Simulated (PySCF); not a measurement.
# Computed structure and properties of [Ce(H2O)2]3+

System: [Ce(H2O)2]3+ (singlet in the valence; each metal's 4f electrons, 1 of them, lie in its core potential, out of spins and levels); start: displaced along the imaginary mode (C1). Method: PySCF 2.14.0, RKS TPSS, Ce lcecp-1-SVP with ECP47, O def2-SVP, H def2-SVP; non-relativistic Hamiltonian with scalar-relativistic core potentials where named; density fitting; no spin-orbit coupling.

Input of the relaxation:

```python
mol = gto.M(atom='''
Ce     0.00707    -0.04799    -0.00000
O     -0.02621     0.17945     2.39186
H      0.50486     0.79286     2.98157
H     -0.59534    -0.30733     3.05951
O     -0.02665     0.17952    -2.39186
H      0.52427    -0.31019    -3.07296
H     -0.57593     0.79000    -2.96811''',
    basis={'Ce': 'lcecp-1-SVP', 'O': 'def2-SVP', 'H': 'def2-SVP'},
    ecp={'Ce': 'lcecp-1-SVP'},
    charge=3, spin=0)
mf = dft.RKS(mol, xc='TPSS')
mf.grids.atom_grid = (50, 194)  # f atoms: unpruned, at least (60, 302)
mf = mf.density_fit()  # fitting sets: Ce AutoAux, O def2-universal-JKFIT, H def2-universal-JKFIT
mf.conv_tol = 1e-08; mf.max_cycle = 55
mf.kernel(dm0)  # dm0: converged density of the start geometry
# quasi-Newton relaxation in Cartesian coordinates to a largest gradient under 0.00045 Eh/bohr, steps kept in the point group
```

Run from Python with OMP_NUM_THREADS=2; the lines above give its settings. Where DIIS fails, smearing, a level shift and second-order steps follow.
It took 110 s on 2 threads of Intel(R) Xeon(R) 6975P-C (Granite Rapids), with other jobs on the host, from the converged density of the start.

Course of the relaxation:

| step | energy above end (eV) | largest force component within the symmetry (eV/Å) |
| --- | --- | --- |
| 0 | 0.1908 | 0.105 |
| 1 | 0.1884 | 0.062 |
| 2 | 0.1857 | 0.177 |
| 3 | 0.1822 | 0.153 |
| 4 | 0.1774 | 0.159 |
| 5 | 0.1705 | 0.192 |
| 6 | 0.1602 | 0.207 |
| 7 | 0.1469 | 0.345 |
| 33 | 0.0008 | 0.087 |
| 34 | 0.0006 | 0.043 |
| 35 | 0.0003 | 0.078 |
| 36 | 0.0002 | 0.037 |
| 37 | 0.0001 | 0.018 |
| 38 | 0.0000 | 0.016 |
(The steps between are left out.)

Relaxed geometry (C1):

```xyz
7

Ce    0.3220   -1.1232    0.0112
O    -0.0767    0.1859    1.9269
H     0.3567    1.0432    2.2096
H    -0.7011   -0.0076    2.6860
O     0.0266    0.1695   -1.9310
H     0.2136   -0.0920   -2.8796
H    -0.3290    1.1004   -2.0231
```

```tsv
contact	Å
Ce1–O2 (H2O)	2.354
Ce1–O5 (H2O)	2.352
```

On the finer grid (75, 302):

```json
{"HOMO": "-24.10 eV", "LUMO": "-18.88 eV", "Dipole about the centre of mass": "2.71 D", "Set of Mulliken populations of Ce1 outside the core potential": "s 2.06, p 6.08, d 0.57, f 0.03", "D3(BJ) dispersion energy (not in the energies)": "-0.118 eV"}
```

```json
{"atom": "Ce1", "Mulliken (e)": "2.25", "Löwdin (e)": "2.08", "spin (e)": "0.00"}
{"atom": "O2", "Mulliken (e)": "-0.32", "Löwdin (e)": "0.01", "spin (e)": "0.00"}
{"atom": "H3", "Mulliken (e)": "0.34", "Löwdin (e)": "0.22", "spin (e)": "0.00"}
{"atom": "H4", "Mulliken (e)": "0.35", "Löwdin (e)": "0.22", "spin (e)": "0.00"}
{"atom": "O5", "Mulliken (e)": "-0.31", "Löwdin (e)": "0.02", "spin (e)": "0.00"}
{"atom": "H6", "Mulliken (e)": "0.35", "Löwdin (e)": "0.22", "spin (e)": "0.00"}
{"atom": "H7", "Mulliken (e)": "0.34", "Löwdin (e)": "0.22", "spin (e)": "0.00"}
```

The 4f levels lie in the core potential and are missing. Their spin isn't counted.

No frequency check is given for this geometry.

Taking off one H2O (charge 0, singlet; the rest: singlet) in vacuum, both parts rigid, costs 3.96 eV; the small basis without counterpoise inflates it. Parting with an electron moved from the ligand to the metal can be far cheaper, even downhill.

Rigid scan of H2O along the line from its metal:

```
distance to O2 (Å)  energy (eV)
              2.05        0.675
              2.15        0.259
              2.25        0.057
              2.35        0.000
              2.45        0.041
              2.55        0.145
              2.75        0.453
```

One start shape was tried, so this needn't be the lowest isomer.

An lcecp potential fixes the number of 4f electrons, so in runs with it no electron can move into or out of that shell.
